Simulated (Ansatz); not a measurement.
CH3BFNO can be A, `C=NB(O)F`, or B, `FC1NBO1`.

Computed with Ansatz on PBE0-D4/def2-TZVP structures; ΔE is electronic, products minus reactants. CCSD(T)/CBS is the MP2 limit (def2-TZVPP, def2-QZVPP) plus CCSD(T) − MP2 in def2-TZVPP, frozen cores. DFT in def2-TZVPP. B3LYP here is the variant with VWN-RPA as its local correlation; programs differ in this. One conformer a species, not always the lowest.

(1) Which is lower in electronic energy at CCSD(T)/CBS, and by how much? (Estimate.)

(2) Give E(B) − E(A) in kJ/mol with ωB97M-V, CCSD(T)/def2-SVP, B2PLYP, B3LYP, PBE-D4, BLYP-D4, r2SCAN-D4. (Estimate.)

(3) Does the order hold for the free energy at 298.15 K (harmonic terms from PBE0-D4)? (Best estimate.)

Largest T1 diagnostic: 0.014.

Results:

(1) The calculation gave: A, by 193.9 kJ/mol.

(2) Computed: ωB97M-V 184.2, CCSD(T)/def2-SVP 194.6, B2PLYP 200.5, B3LYP 202.9, PBE-D4 177.1, BLYP-D4 208.1, r2SCAN-D4 185.8. None reverses the order clearly.

(3) The calculation gave: Yes: G(B) − G(A) = +200.0 kJ/mol, for one conformer each.

Leaving LDA and LC-ωPBE aside and taking each functional with its dispersion term where it has one, the values, not all of them listed here, spread over 34.9 kJ/mol, from ωB97X-V to BLYP-D4. LDA lies −26.2 kJ/mol from PBE without D4. From PBE to PBE0 (25 % exact exchange), in def2-TZVPP and without D4, E(B) − E(A) moves by −3.3 kJ/mol.
